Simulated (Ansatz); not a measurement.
Total energies of the cluster Ca3Se3 from Ansatz at PBE0-D4/def2-TZVP, gas phase (1 Eh = 27.2114 eV = 2625.5 kJ/mol). The reference geometry is relaxed at PBE0-D4/def2-SVP.

Cartesian coordinates in Å:
```
Ca 0.5824 0.9347 0.6093
Ca -1.2612 0.7947 -2.4367
Ca 0.0894 -2.5116 1.3537
Se 1.6003 -0.7638 2.5184
Se -1.1941 -1.1592 -0.5871
Se 0.1831 2.7051 -1.4576
```

```tsv
state	geometry	energy (Eh)
charge 0 singlet	reference	-9236.41004
charge 1 doublet	reference	-9236.16414
free Ca atom (singlet)	–	-677.37586
free Se atom (triplet)	–	-2401.20505
```

(1) Work out the vertical ionisation energy to the doublet.

(2) What is the binding energy per atom against free atoms?

(1) E(charge 1 doublet) − E(charge 0 singlet) = -9236.16414 − (-9236.41004) = 0.24590 Eh = 6.69 eV. For comparison, −ε of the highest occupied level is 5.28 eV at this level, 1.41 eV less.

(2) Atoms: 3 × (-677.37586) + 3 × (-2401.20505) = -9235.74273 Eh. Binding: -9235.74273 − (-9236.41004) = 0.66731 Eh = 18.16 eV, or 3.03 eV for each of 6 atoms (no zero-point energy, no counterpoise term).

The structure comes from a short search, and lower isomers may exist.
